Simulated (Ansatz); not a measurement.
Basis sets compared for MnF3. The state is a quintet with charge 0. Geometry r2SCAN-D4/def2-TZVP. Ansatz on 2 threads of Intel Xeon 6975P-C on a shared host; times are rough, and most runs start from earlier orbitals.

```tsv
atom	x (Å)	y (Å)	z (Å)
Mn1	-0.0553	0.1612	0.0943
F2	0.4339	-1.2638	-0.7391
F3	-1.1134	-0.3813	1.3741
F4	0.7348	1.4838	-0.7293
```

Binding counts from free atoms (Mn sextet, F doublet) in the same basis, without a counterpoise term.

| level | functions | energy (Eh) | HOMO (eV) | LUMO (eV) | binding per atom (eV) | wall time |
| --- | --- | --- | --- | --- | --- | --- |
| HF/STO-3G | 33 | -1431.8386 | -9.08 | 5.11 | 1.57 | 0.2 s |
| HF/def2-TZVP | 138 | -1448.3433 | -16.35 | -0.44 | 1.78 | 4.2 s |
| PBE-D4/def2-SVP | 73 | -1449.7358 | -6.52 | -5.23 | 3.78 | 1.1 s |
| PBE-D4/def2-TZVP | 138 | -1450.2831 | -7.02 | -5.70 | 3.76 | 1.5 s |
| PBE-D4/def2-TZVPD | 168 | -1450.2892 | -7.08 | -5.75 | 3.77 | 2.6 s |
| r2SCAN-D4/def2-TZVP | 138 | -1450.6559 | -7.89 | -5.90 | 3.58 | 2.7 s |
| r2SCAN-D4/def2-TZVPD | 168 | -1450.6617 | -7.89 | -5.90 | 3.60 | 3.7 s |
| PBE0-D4/def2-SVP | 73 | -1449.7330 | -9.56 | -4.76 | 3.27 | 1.4 s |
| PBE0-D4/def2-TZVP (with forces) | 138 | -1450.2760 | -9.91 | -4.96 | 3.30 | 2.9 s |
| PBE0-D4/def2-TZVPD | 168 | -1450.2822 | -9.92 | -4.95 | 3.33 | 3.6 s |

Q: Estimate the rows for PBE0-D4/def2-QZVPP.

A: 
```tsv
level	functions	energy (Eh)	HOMO (eV)	LUMO (eV)	binding per atom (eV)	wall time
PBE0-D4/def2-QZVPP	271	-1450.3259	-9.87	-4.85	3.38	9 s
```
